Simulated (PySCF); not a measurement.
**Computed properties of CrO2F, SMILES [O]=[Cr+](=[O])[F], charge +1, multiplicity 1**

CrO₂F, SMILES [O]=[Cr+](=[O])[F], charge +1, multiplicity 1. Geometry: PBE0-D3(BJ)/def2-SVP. The multiplicity is an assumed one; other spin states were not compared. The isomer is the one that the SMILES or the coordinates give; other isomers of the formula were not compared. Other conformers were not sampled. All values are computed for the isolated molecule unless a solvent is named; none is compared with measurement here.

**Structure.** The optimised structure has Cs symmetry. All 6 harmonic modes at PBE0-D3(BJ)/def2-SVP (PySCF) are real, so it is a minimum. With heavy atoms numbered as in [Cr+:1](=[O:2])(=[O:3])[F:4], the shortest bond between them is Cr1–O3 at 1.506 Å and the longest Cr1–F4 at 1.650 Å.

**Vibrations.** The strongest infrared lines (harmonic, unscaled, degenerate partners summed) lie at 1194 cm⁻¹ (115 km/mol, O 70 %, Cr 29 %), 871 cm⁻¹ (86 km/mol, F 71 %, Cr 24 %), 1210 cm⁻¹ (49 km/mol, O 79 %, Cr 21 %). The softest mode is at 262 cm⁻¹ and the zero-point energy is 6.2 kcal/mol.

**Electronic structure.** M06-2X/def2-TZVPD (PySCF) places the frontier levels at -19.39 and -11.72 eV, a gap of 7.67 eV and a mean polarisability of 28.1 bohr³. PBE/def2-TZVPD (PySCF) at the same geometry gives -15.76 and -13.62 eV, so its gap is 5.53 eV narrower. An orbital gap is neither the optical nor the fundamental gap.

**Excitations.** TDDFT-B3LYP/def2-SVPD (PySCF) has S1 at 2.41 eV (515 nm, f = 0.000, dark); the most intense of the 10 singlets computed lies at 3.91 eV (f = 0.00). T1 (TDA) is at 2.16 eV. TDDFT-PBE/def2-SVPD (PySCF) puts S1 at 2.23 eV.

**NMR.** GIAO shifts at PBE0/pcSseg-2 (PySCF) (non-relativistic, atoms alike by connectivity averaged): ¹⁹F at 573.0 ppm against CFCl3.
